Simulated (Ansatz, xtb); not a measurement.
H4OSiSn: which of two isomers lies lower

Structure X: `O[SiH2][SnH]`, a singlet. Structure Y: `[SiH3][O][SnH]`, a singlet. Both are isolated molecules in the gas phase, relaxed with BLYP-D3(BJ)/def2-SVP; the shapes shown needn't be the lowest conformers.

X (Å):

| atom | x (Å) | y (Å) | z (Å) |
| --- | --- | --- | --- |
| O | -0.0395 | -1.0695 | -1.3912 |
| Si | -0.0965 | -0.1797 | 0.0556 |
| Sn | -0.0855 | 2.5040 | -0.2941 |
| H | -0.9041 | 2.1643 | -1.8824 |
| H | -1.3534 | -0.4736 | 0.8600 |
| H | -0.5467 | -0.6518 | -2.1122 |
| H | 1.0410 | -0.7134 | 0.8805 |

Y (Å):

```xyz
7

O    -0.3244   -1.0867   -0.3474
Si   -0.3860   -2.7525   -0.5291
Sn   -1.6138    0.4940   -0.3613
H    -1.7900   -3.2400   -0.7710
H     0.4722   -3.1687   -1.6909
H     0.1456   -3.4185    0.7091
H    -3.1012   -0.5300   -0.6721
```

Which of the two would you expect CCSD(T)/def2-TZVP electronic energies to favour?

Structure Y; the calculation gives E(Y) − E(X) = −19.3 kcal/mol.

The same difference at several levels:

```
               level              geometry  E(Y) − E(X) (kcal/mol)  departure from the last row (kcal/mol)  job, with rough time for the two
            GFN2-xTB              GFN2-xTB                     −28.2                                    −8.9              optimisation, 0.18 s
           HF/STO-3G              GFN2-xTB                      −2.9                                   +16.4               single point, 1.1 s
  r2SCAN-D4/def2-SVP              GFN2-xTB                     −15.6                                    +3.7               single point, 4.5 s
BLYP-D3(BJ)/def2-SVP  BLYP-D3(BJ)/def2-SVP                     −19.2                                     0.0                optimisation, 55 s
        HF/def2-TZVP  BLYP-D3(BJ)/def2-SVP                     −20.3                                    −1.0           part of the CCSD(T) run
       MP2/def2-TZVP  BLYP-D3(BJ)/def2-SVP                     −20.8                                    −1.6           part of the CCSD(T) run
   CCSD(T)/def2-TZVP  BLYP-D3(BJ)/def2-SVP                     −19.3                                                        single point, 95 s
```

As drawn, Y has 1 O–Sn, 1 Si–H in place of 1 Si–Sn, 1 O–H.

None of the levels shown reverses the order. The largest departure from CCSD(T)/def2-TZVP is that of HF/STO-3G, 16.4 kcal/mol.

With harmonic frequencies from BLYP-D3(BJ)/def2-SVP (ideal gas, rigid rotor, one conformer each, 298.15 K, 1 atm): the zero-point term adds −1.0 kcal/mol; ΔH is −20.5 and ΔG −20.1 kcal/mol.

The correlated steps freeze 10 core orbitals; the filled d shell of Sn is correlated, in a basis made for valence electrons. Atoms past krypton carry core potentials in the def2 sets, other sets are all-electron and non-relativistic, and no spin–orbit term is included. Mirror images aren't counted in ΔG. Codes used: Ansatz 0.2.0, xtb 6.7.1; the last row on 1 thread of Arm Neoverse V1 on a shared host.
